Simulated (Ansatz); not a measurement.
Stepwise reaction of `O[Si](O)(O)S` with hydrogen, as a gas-phase model of exchange steps in deposition or etching. ΔE in kJ/mol; ΔG adds harmonic PBE0-D4 terms to CCSD(T)/CBS, at 1 bar.

Program: Ansatz. Geometries: PBE0-D4/def2-TZVP. ΔE: electronic, gas phase. CCSD(T)/CBS adds triple-zeta CCSD(T) − MP2 to the extrapolated MP2 energy (def2 sets, frozen cores). This one scheme is used for every species. Functionals use def2-TZVPP. B3LYP here is the variant with VWN-RPA as its local correlation; programs differ in this. One conformer a species, not always the lowest.

```
step                                  reaction  PBE-D4  B3LYP-D4  ωB97M-V  CCSD(T)/CBS  ΔG(500 K)
   1  `O[Si](O)(O)S` + H₂ → `O[SiH](O)S` + H₂O    93.6     100.7    101.9         97.8       91.3
   2      `O[SiH](O)S` + H₂ → `O[SiH2]S` + H₂O    83.5      89.5     90.6         87.3       88.0
```

(1) Give the row of step 3, `O[SiH2]S` + H₂ → `[SiH3]S` + H₂O. (Best estimate.)

(2) By hand: ΔE of the 3 steps together at CCSD(T)/CBS.

Answers

(1) Computed: 
```
step                           reaction  PBE-D4  B3LYP-D4  ωB97M-V  CCSD(T)/CBS  ΔG(500 K)
   3  `O[SiH2]S` + H₂ → `[SiH3]S` + H₂O    76.9      82.1     82.4         79.4       74.1
```

(2) (97.8) + (87.3) + (79.4) = 264.5 kJ/mol, or 88.2 kJ/mol a step.

In ΔE each step is lower than the one before. All are uphill at CCSD(T)/CBS. ΔG lies between 74.1 and 91.3 kJ/mol a step. PBE-D4 differs from CCSD(T)/CBS by -4.2 to -2.5 kJ/mol a step. Isolated molecules leave out the surface, adducts and barriers. Largest T1 diagnostic: 0.011.
